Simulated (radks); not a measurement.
Species: Sb. Configuration: [Kr] 4d10 5s2 5p3.

Method: scalar-relativistic Kohn-Sham, PBE, spin-polarised, spherical densities, finite nucleus; open shells are filled with parallel spins first (spin-orbit coupling, left out, can overturn this in heavy ions); Fermi nuclear charge, rms radius 4.6802 fm; computed with a radial shooting solver on a logarithmic mesh with Libxc functionals.

Energy parts (Ry):
part                        energy
total                 -12962.64282
kinetic                13556.71917
electron-nucleus      -31351.01077
Hartree                 5171.98174
exchange-correlation    -340.33296

Orbitals (lengths in bohr, moments of r in powers of bohr; r(max) is where P^2 peaks):
orbital  occ.  eigenvalue (Ry)      <r^4>   r(max)
1s up       1        -2227.261  3.125e-06  0.01835
1s down     1        -2227.256  3.125e-06  0.01835
2s up       1        -338.9097  0.0005398   0.1037
2s down     1        -338.9081  0.0005398   0.1037
2p up       3        -304.2637  0.0003889  0.08305
2p down     3        -304.2603  0.0003889  0.08305
3s up       1        -66.42813    0.02377   0.2999
3s down     1        -66.42443    0.02377   0.2999
3p up       3        -55.13299    0.02509   0.2934
3p down     3        -55.12874    0.02509   0.2934
3d up       5        -37.89518    0.02251   0.2443
3d down     5        -37.89123    0.02250   0.2443
4s up       1        -10.92115     0.7429   0.7227
4s down     1        -10.91209     0.7413   0.7228
4p up       3         -7.46430      1.065   0.7624
4p down     3         -7.45466      1.058   0.7626
4d up       5         -2.45095      2.918   0.8472
4d down     5         -2.43095      2.774   0.8468
5s up       1         -0.98677      50.82    1.913
5s down     1         -0.85197      50.48    1.878
5p up       3         -0.40181      158.3    2.350
5p down     0         -0.25931      193.7    2.329

The highest occupied level is 5p up at -5.467 eV. Spin moment in Bohr magnetons: 3. The spin density at the nucleus is -2.591 e/bohr^3 (1s -0.253, 2s 0.084, 3s 0.047, 4s 0.168, 5s -2.637). Summed over all electrons, <r^2> = 61.21 bohr^2, which gives a Langevin (diamagnetic) susceptibility term of -48.5 x 10^-6 cm^3/mol. For comparison, the ionisation energy in NIST's Atomic Spectra Database is 8.608 eV (measured). In exact Kohn-Sham theory the highest level is minus the ionisation energy, but local and semilocal functionals leave it too shallow, through self-interaction and a potential that decays too fast; potentials with the right tail come closer. The electron density at the nucleus is 2.151e+05 e/bohr^3 (large components only).
